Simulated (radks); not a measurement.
The numbers below are computed, except where a source is named.
The chromium ion Cr5+, configuration [Ar] 4s1 (not the ground configuration). Level of theory: non-relativistic Kohn-Sham, r2SCAN, spin-polarised, spherical densities, point nucleus; open shells are filled with parallel spins first; meta-GGA in the generalised Kohn-Sham scheme (a radial shooting solver on a logarithmic mesh with Libxc functionals).

Normalised radial functions P(r) = r R(r), r in bohr:

r         3p down
0.002709   0.0012
0.0035     0.0020
0.004521   0.0032
0.005793   0.0052
0.007483   0.0085
0.009666   0.0139
0.01249    0.0224
0.01613    0.0358
0.02083    0.0565
0.0267     0.0865
0.03449    0.1316
0.04455    0.1948
0.05755    0.2786
0.07434    0.3809
0.09603    0.4910
0.1231     0.5815
0.159      0.6181
0.2053     0.5447
0.2652     0.3166
0.3426    -0.0685
0.4426    -0.5433
0.5717    -0.9643
0.7326    -1.1626
0.9464    -1.0690
1.222     -0.7488
1.579     -0.3873
2.04      -0.1402
2.635     -0.0320
3.377     -0.0044
4.362     -0.0003
5.634     0.0000

3p down: eigenvalue -135.16 eV, 1 radial node at r = 0.329 bohr, <r> = 0.879 bohr, 90 % of the charge inside 1.32 bohr.
